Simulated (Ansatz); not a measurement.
Gas-phase electronic energies from Ansatz, PBE0-D4/def2-TZVP geometries. CCSD(T)/CBS adds triple-zeta CCSD(T) − MP2 to the extrapolated MP2 energy (def2 sets, frozen cores). DFT in def2-TZVPP. B3LYP here is the variant with VWN-RPA as its local correlation; programs differ in this. Each species was taken in one conformer, which may not be the lowest.

`B[SiH2]OCC` → `BC(O)[SiH2]C`  (isomerisation)

(1) Is it downhill or uphill in electronic energy at CCSD(T)/CBS, and by how much? (Best estimate.)

(2) What do these levels give: PBE0-D4, B3LYP-D4, ωB97X-V, ωB97M-V, PBE, r2SCAN, PBE0, HF/def2-TZVPP, MP2/def2-TZVPP, CCSD(T)/def2-TZVPP, SCS-MP2/def2-QZVPP, CCSD/CBS(def2)? (An estimate is asked.)

Largest T1 diagnostic among the species: 0.012.

Results:

(1) Computed: Uphill: ΔE = +28.4 kJ/mol.

(2) Computed: PBE0-D4 17.5, B3LYP-D4 27.7, ωB97X-V 29.9, ωB97M-V 18.7, PBE 12.7, r2SCAN 19.0, PBE0 20.3, HF/def2-TZVPP 65.2, MP2/def2-TZVPP 24.1, CCSD(T)/def2-TZVPP 30.1, SCS-MP2/def2-QZVPP 34.3, CCSD/CBS(def2) 34.3 kJ/mol.

The D4 term adds −5.4 kJ/mol with B3LYP and −2.7 kJ/mol with PBE0; it sums over pairs of atoms, weighted by their polarisabilities, and B3LYP, whose exchange is more repulsive, gets the larger term. In def2-TZVPP, CCSD(T) changes the Hartree–Fock value by −35.1 kJ/mol (the triples alone add −6.0 kJ/mol) and MP2 by −41.1 kJ/mol. From PBE to PBE0 (25 % exact exchange), in def2-TZVPP and without D4, ΔE moves by +7.6 kJ/mol.
